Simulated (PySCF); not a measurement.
**Where the electron goes**

Compound: C5H6N2OSi.
SMILES with atom numbers: `[N:1]#[C:2][CH2:3][C@@:4]([SiH3:5])([C:6]#[N:7])[CH:8]=[O:9]` (hydrogens: H10, H11 on C3; H12, H13, H14 on Si5; H15 on C8)

Method used: PySCF 2.14.0, density-fitted response routines, TDDFT PBE0/def2-SVPD, vertical, gas phase, core orbitals frozen in the response. The structure is a single GFN2-xTB conformer in the gas phase; no vibrational or solvent corrections. Torsions of this conformer, `[N:1]#[C:2][CH2:3][C@@:4]([SiH3:5])([C:6]#[N:7])[CH:8]=[O:9]`: C2–C3–C4–Si5 -54°, C3–C4–C8–O9 22°.

Kohn–Sham orbitals with the atoms that hold most of them (Löwdin shares over 4%, at most four atoms; ? is withheld):

```
orbital  ε (eV)                            atoms
 LUMO+2   -0.23    N7 23%, C6 18%, C4 10%, C3 9%
 LUMO+1   -0.68   Si5 31%, C6 10%, N7 10%, C4 9%
   LUMO   -2.10                                ?
   HOMO       ?                                ?
 HOMO-1   -9.58  N7 23%, C4 15%, C6 15%, Si5 10%
 HOMO-2  -10.05            N1 43%, C2 32%, C3 8%
 HOMO-3  -10.22    N1 32%, C2 25%, N7 8%, Si5 6%
```

Task: Which atoms hold the HOMO, and with what shares?

Result: O9 (bonded to C) 52%; C8 (bonded to C, O and H) 14%; C4 (bonded to 3 C and Si) 11%; H15 (bonded to C) 7%. By element: oxygen 52%, carbon 25% or more, hydrogen 7% or more.

Task: Give the leading atoms of the LUMO.

Result: C8 (bonded to C, O and H) 35%; O9 (bonded to C) 31%; Si5 (bonded to C and 3 H) 9%; C4 (bonded to 3 C and Si) 9%. By element: carbon 44% or more, oxygen 31%, silicon 9%.

Task: What is the HOMO energy, and the HOMO–LUMO gap?

Result: ε(HOMO) = -8.61 eV; the gap is 6.51 eV (0.2393 hartree).

Task: The HOMO–LUMO gap is 6.51 eV. Where does the response calculation put the lowest singlet, and from which orbitals?

Result: S1 is at 4.33 eV (f = 0.0008), 2.18 eV below the gap, made of HOMO→LUMO (94%). Without the coupling terms of the response equations the lowest excitation would equal the gap.

Task: One configuration dominates each of S1, S2, S3 and S5. Which, and how do the shares of the two leading atoms of either orbital change from the occupied to the empty one?

Result: 
- S1 (4.33 eV, f 0.0008), HOMO→LUMO (94%): O9 52% → 31%, C8 14% → 35%; low, almost dark, from the terminal oxygen into the C=O bond, the pattern of n→π*
- S2 (6.30 eV, f 0.039), HOMO-1→LUMO (88%): N7 23% → at most 9%, C4 15% → 9%, C8 at most 10% → 35%, O9 at most 10% → 31%
- S3 (6.77 eV, f 0.015), HOMO→LUMO+1 (89%): O9 52% → at most 10%, C8 14% → at most 10%, Si5 at most 8% → 31%, C6 at most 8% → 10%
- S5 (7.00 eV, f 0.0007), HOMO-2→LUMO (97%): N1 43% → at most 9%, C2 32% → at most 9%, C8 at most 4% → 35%, O9 at most 4% → 31%

Löwdin shares depend on the basis, the more so with diffuse functions.
